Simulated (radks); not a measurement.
Neutral bromine, 35 electrons, occupied as [Ar] 3d10 4s2 4p5. Method: Dirac Kohn-Sham, LDA (Slater exchange, Perdew-Wang correlation), spin-unpolarised, spherical densities, finite nucleus; open shells are shared between the two j in proportion to 2j + 1; Fermi nuclear charge, rms radius 4.1629 fm; computed with a radial shooting solver on a logarithmic mesh with Libxc functionals.

Normalised radial functions P(r) = r R(r) (large component), r in bohr:

```
   r/bohr * 3d3/2, o 4s1/2 (the largest magnitude, 1.3, reaches the edge; | marks zero, & curves that meet)
 0.006708                             * o
  0.01067                             *  o
  0.01697                             *  o
  0.02699                             *  o
  0.04292                             |*o
  0.06826                           o | *
   0.1086                        o    |     *
   0.1727                         o   |            *
   0.2746                             |   o                  *
   0.4368                             |        o                 *
   0.6946                            o|                    *
    1.105             o               |         *
    1.757             o               |  *
    2.794                      o      *
    4.444                            o*
    7.068                             &
    11.24                             &
    17.88                             &
```

3d3/2: eigenvalue -67.618 eV, 0 radial nodes, <r> = 0.588 bohr, 90 % of the charge inside 0.971 bohr. 4s1/2: eigenvalue -20.313 eV, 3 radial nodes at r = 0.0548, 0.224, 0.672 bohr, <r> = 1.67 bohr, 90 % of the charge inside 2.50 bohr.
